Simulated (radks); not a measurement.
Species: Mn3+. Configuration: [Ar] 3d3.5 4p0.5 (fractional occupations, a model configuration).

Method: Dirac Kohn-Sham, OLYP, spin-unpolarised, spherical densities, finite nucleus; open shells are shared between the two j in proportion to 2j + 1; Fermi nuclear charge, rms radius 3.7057 fm; computed with a radial shooting solver on a logarithmic mesh with Libxc functionals.

Energy parts (hartree):
| part | energy |
|---|---|
| total | -1156.36979 |
| kinetic | 1171.31064 |
| electron-nucleus | -2729.87425 |
| Hartree | 453.51330 |
| exchange-correlation | -51.31948 |

Orbitals (lengths in bohr, moments of r in powers of bohr; r(max) is where P^2 peaks):
orbital	occ.	eigenvalue (hartree)	r(max)	<r>
1s1/2	2	-237.7450	0.03988	0.06091
2s1/2	2	-28.94359	0.2325	0.2790
2p1/2	2	-25.02044	0.1868	0.2449
2p3/2	4	-24.63715	0.1892	0.2478
3s1/2	2	-4.65814	0.7323	0.8381
3p1/2	2	-3.52374	0.7413	0.8740
3p3/2	4	-3.47491	0.7479	0.8819
3d3/2	1.4	-1.67030	0.7296	1.004
3d5/2	2.1	-1.66477	0.7317	1.006
4s1/2	0	-1.15530	2.075	2.319
4p1/2	0.166667	-0.90929	2.343	2.650
4p3/2	0.333333	-0.90351	2.360	2.667
4d3/2	0	-0.57410	3.247	3.594
4d5/2	0	-0.57352	3.253	3.598

The highest occupied level is 4p3/2 at -24.586 eV. The configuration is held as typed, so some empty levels lie below it. The density falls to 0.001 e/bohr^3 at r = 3.37 bohr. Summed over all electrons, <r^2> = 16.10 bohr^2, which gives a Langevin (diamagnetic) susceptibility term of -12.8 x 10^-6 cm^3/mol. The electron density at the nucleus is 1.315e+04 e/bohr^3.
